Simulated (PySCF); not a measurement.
Species: NbS(OH)3 (singlet state).
Z-matrix (Å and degrees, PBE0-D3(BJ)/def2-SVP geometry), rows numbered from 1:
```
Nb
S   1  2.1519
O   1  1.8800  2  109.63
H   3  0.9617  1  134.26  2     0.52
O   1  1.8809  2  109.86  3  -119.82
H   5  0.9618  1  134.13  2     0.45
O   1  1.8809  2  109.62  3   119.96
H   7  0.9618  1  133.95  2    -1.43
```

Computed, not measured: PySCF, PBE0-D3(BJ)/def2-SVP geometry optimisation, gas phase, def2 core potentials past Kr.

Take the most abundant isotopes and a rigid rotor. The values belong to one conformer.

Problem. What are A, B and C (MHz)?

Solution. Ia = 171.38, Ib = 244.82, Ic = 245.32 u·Å²; 505379 MHz·u·Å²/I gives A = 2949, B = 2064, C = 2060 MHz.

Problem. What kind of rotor is it?

Solution. A prolate symmetric top, as the point group C3v requires two equal moments; the computed ones differ by 0.20 % because the geometry is symmetric only within the optimiser's tolerance. Ray's parameter κ = (2B − A − C)/(A − C) = -0.991; −1 is the prolate and +1 the oblate limit.

Problem. Where do the R-branch lines fall?

Solution. The dipole of 0.36 D lies along the symmetry axis, so ΔK = 0 and J+1 ← J falls at 2B(J+1) for every K: 4.12 GHz, 8.25 GHz, 12.37 GHz, 16.50 GHz, 20.62 GHz for J = 0 to 4.

Stationary, but not proved a minimum. These are rigid-rotor constants of the computed structure; measured ground-state constants (B0) also hold zero-point vibration.
